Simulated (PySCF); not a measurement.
disulfane (H2S2), SMILES SS. Coordinates come from a B3LYP-D3(BJ)/def2-TZVP optimisation.

TDA-PBE/def2-TZVPD run with PySCF puts the lowest singlet excitations at 4.45, 4.46, 5.51, 5.55, 6.08, 6.09 eV.

Problem. What are the lowest excitation roots from PySCF with ADC(2)/aug-cc-pVDZ? (An estimate is asked for; the answer gives what the named calculation found.)

Solution. 5.00, 5.01, 5.95, 5.99, 6.87, 6.88 eV. S1 differs by 0.55 eV (second minus first; roots are paired by order, and the bases may differ).
